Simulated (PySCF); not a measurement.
**How methods differ on the excitation energy of Ir²⁺**

Ir²⁺ [Xe] 4f14 5d7 (4F) → Ir²⁺ [Xe] 4f14 5d6 6s1 (6D), as a difference of total energies. Computed with PySCF 2.14 in aug-cc-pVDZ-PP with ECP60MDF (5s5p4d2f, 54 functions), with a scalar-relativistic core potential. Correlated levels: valence: 5s2 5p6 frozen. The calculations carry no spin-orbit coupling.

```tsv
method	excitation energy (eV)
UHF	1.514
MP2 (valence)	1.831
SCS-MP2 (valence)	2.262
CCSD (valence)	1.853
CCSD(T) (valence)	1.877
```

Problem. How much does correlation contribute at CCSD(T) (valence)?

Solution. 1.877 − (1.514) = 0.363 eV, measured against UHF.
